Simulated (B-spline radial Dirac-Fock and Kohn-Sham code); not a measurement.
**Satellites and hypersatellites of the K lines of Sm¹⁰⁺**

System: the Sm¹⁰⁺ ion in the configuration [Kr] 4d10 4f4 5s2.

Input of the calculation (task.json; shells as n, l, electrons):

```json
{"items": [{
  "Z": 62,
  "q": 10,
  "cfg": [[1, 0, 2], [2, 0, 2], [2, 1, 6], [3, 0, 2], [3, 1, 6], [3, 2, 10], [4, 0, 2], [4, 1, 6], [4, 2, 10], [4, 3, 4], [5, 0, 2]],
  "A": 152,
  "rrms": 5.0819,
  "do": ["binding", "quiet", "double"]
}]}
```

Command: `python xray_run.py task.json out`

Level of theory: multi-electron Dirac-Fock with separately optimised hole states, Breit and Lamb-shift corrections added in first order; a radial atomic solver. Each two-hole energy is an average over J within one jj subconfiguration, not an observable level; in light atoms, where LS coupling holds, the j-resolved values are not observed lines, and for a K spectator the Kα1 hypersatellite is nearly forbidden. Correlation energy is missing from these numbers.

Lines without a spectator: Kα2 (K-L2) 39522.0 eV, Kα1 (K-L3) 40117.7 eV, Kβ3 (K-M2) 45290.2 eV, Kβ1 (K-M3) 45413.0 eV. Shifts in eV with one spectator hole (a dash: not computed, or left out as unreliable):

```tsv
spectator hole	Kα2	Kα1	Kβ3	Kβ1
K (1s)	+762.2	+801.2	+980.6	+989.4
L2 (2p1/2)	+90.8	+117.9	–	+237.9
L3 (2p3/2)	+79.0	+82.4	+196.0	–
M2 (3p1/2)	–	+16.59	+35.0	+41.7
M3 (3p3/2)	+10.70	–	+32.9	+32.7
M4 (3d3/2)	+3.20	-0.08	–	–
M5 (3d5/2)	-1.15	+1.78	–	–
```
